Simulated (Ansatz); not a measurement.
```yaml
crystal:
  periodic: [false, false, false]
  atoms:
    - {symbol: Al, position_ang: [1.849847, 0.210607, 0.371098]}
    - {symbol: Al, position_ang: [-1.944869, -0.207423, -0.262822]}
    - {symbol: Al, position_ang: [-0.039296, 1.600562, -0.891659]}
    - {symbol: Al, position_ang: [-0.106039, -1.146276, 1.350510]}
    - {symbol: H, position_ang: [0.123817, -0.546372, -0.557475]}
basis:
  gaussian: {orbitals: ANO-RCC-VTZP}
magnetization: {spin_polarized: true, initial_magnetization: 3}
hamiltonian: {xc: {name: PBE0}, pseudopotentials: {relativity: none}}
scf: {omitted_lower_state_checks: [starts]}
```

```sh
$ ansatz run in.yaml --threads 4 --pin off --events-out ev --progress --plain --max-ram 3916MiB
```

It prints (some lines left out):

```
Functional definition: PBE0
1595 factors; their error is unknown
mean field evaluation 1: about -26378.4208 eV, gradient 1.4e1 eV
mean field evaluation 2: about -26377.4947 eV, gradient 1.9e1 eV
mean field evaluation 4: about -26380.2710 eV, gradient 1.8e0 eV
mean field evaluation 8: about -26380.3223 eV, gradient 1.8e-1 eV
mean field evaluation 16: about -26380.3169 eV, gradient 5.1e-3 eV
mean field evaluation 32: about -26380.3169 eV, gradient 1.8e-5 eV
mean field -26380.31688121 eV, -969.4587641633 hartree, gradient 1.8e-5 eV, S^2 3.788555; 0 other end points of the search recorded, 0 dependent functions left out
reference -26380.31691839 eV, -969.4587655298 hartree; 28, 25 occupied and 122, 125 virtual orbitals, 1595 factors
WARN: the results are in doubt because the basis set is contracted for relativity, which is off
Total energy: -26380.31691839 eV, -969.4587655298 hartree
In doubt: the basis set is contracted for relativity, which is off
Checks for a lower state left out: starts
```

Hardware: 4 threads of Arm Neoverse V1 on a shared host. Wall time 8 s, peak host memory 0.62 GiB.

DK, ANO-RCC and x2c sets are all-electron and run with scalar relativity unless a key says otherwise. The program marks the result for the charge 0 quartet as doubtful (missing relativity).
